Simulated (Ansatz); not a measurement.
`FC[O][SnH3]` + HBr → `[Br][SnH3]` + `OCF` at 600 K and 1 bar (ligand exchange at the Sn–O bond).

Calculated with Ansatz (gas phase, PBE0-D4/def2-TZVP geometries, no zero-point term in ΔE). CCSD(T)/CBS is the MP2 limit (def2-TZVPP, def2-QZVPP) plus CCSD(T) − MP2 in def2-TZVPP, frozen cores. Elements past krypton have def2 core potentials. For Br, Sn outer-core shells are correlated without core-valence functions, which leaves a few kJ/mol of doubt a bond. Scalar relativity is left out up to krypton. One conformer a species, not always the lowest.

| species | CCSD(T)/CBS energy (Eh) | H − E (kJ/mol) | S (J/(mol·K)) |
| --- | --- | --- | --- |
| `FC[O][SnH3]` | -430.03212 | 198.5 | 420.7 |
| HBr | -2573.91920 | 33.5 | 219.1 |
| `[Br][SnH3]` | -2789.16986 | 90.5 | 337.8 |
| `OCF` | -214.81254 | 149.8 | 300.3 |

H − E and S are ideal-gas, rigid-rotor, harmonic terms from PBE0-D4/def2-TZVP, for one conformer and one mirror image of each species. 1 Eh = 2625.50 kJ/mol, R = 8.31446 J/(mol·K).

Problem. By hand: ΔE, ΔH, ΔS and ΔG.

Solution. ΔE = (-2789.16986) + (-214.81254) − (-430.03212) − (-2573.91920) = -0.03108 Eh = -81.6 kJ/mol. Δ(H − E) = 90.5 + 149.8 − 198.5 − 33.5 = 8.3, so ΔH = -73.3 kJ/mol. ΔS = 337.8 + 300.3 − 420.7 − 219.1 = -1.7 J/(mol·K). ΔG = -73.3 − 600 × (-1.7)/1000 = -72.3 kJ/mol.

Problem. By hand: the equilibrium constant, and the temperature at which ΔG would vanish if ΔH and ΔS stayed fixed.

Solution. log₁₀ K = −ΔG/(RT ln 10) = 6.3. ΔG = 0 at ΔH/ΔS = 43118 K, far beyond where these terms or the molecules hold.

The number of gas molecules stays the same, so ΔS is small and ΔH decides. A doubt of 5 kJ/mol in ΔE shifts log₁₀ K by 0.4 here. Other conformers and mirror images would add mixing entropy, several J/(mol·K) or more a flexible species. These are equilibria of isolated gas molecules and say nothing of rates. Largest T1 diagnostic: 0.013 (customary marks: 0.02 for closed shells, 0.045 for open ones).
